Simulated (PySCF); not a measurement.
# Ge²⁺: excitation energy

Ge²⁺ [Ar] 3d10 4s2 (1S) → Ge²⁺ [Ar] 3d10 4s1 4p1 (3P), as a difference of total energies. Calculation: PySCF 2.14, in aug-cc-pVQZ-PP with one added diffuse shell each of s, p, d, f, g type with ECP10MDF (8s7p6d4f3g, 114 functions); a scalar-relativistic core potential. Correlated levels: valence: 3s2 3p6 3d10 frozen. The calculations carry no spin-orbit coupling.

```
           method  excitation energy (eV)
              UHF                   6.409
              LDA                   8.538
              PBE                   8.228
             PBE0                   7.847
           r2SCAN                   7.683
           revPBE                   8.062
          r2SCANh                   7.611
             PW91                   8.225
    MP2 (valence)                   7.157
SCS-MP2 (valence)                   7.370
```

**Question.** How much does correlation contribute at MP2 (valence)?

**Answer.** 7.157 − (6.409) = 0.748 eV, measured against UHF.
